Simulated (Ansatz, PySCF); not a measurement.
Reaction (SMILES): CB([O])O → CB([O-])O (an electron is taken up)
Structures are relaxed separately at B3LYP-D3(BJ)/def2-TZVP in Ansatz (a first-principles code), one conformer each, not searched for the lowest.

Wanted: adiabatic electron affinity (0 K, with B3LYP-D3(BJ) harmonic zero-point energies from PySCF), positive where the reaction releases energy, in eV. Correlated levels leave the core frozen unless marked. Open shells are spin-unrestricted. Spin-orbit coupling is left out. Non-relativistic. Anions need diffuse functions: aug- sets have them; def2-D sets add few; the other sets have none. CBS(X,Y): correlation extrapolated as X^-3; Hartree-Fock from the larger set.

| level | program | adiabatic electron affinity (eV) |
|---|---|---|
| B3LYP-D3(BJ)/def2-TZVPD | Ansatz + dftd3 | 2.78 |

### Question
Estimate the value at CCSD(T)/CBS(aug-cc-pVTZ,aug-cc-pVQZ) as computed with Ansatz.

### Answer
2.96 eV, so B3LYP-D3(BJ)/def2-TZVPD differs from it by -0.18 eV.
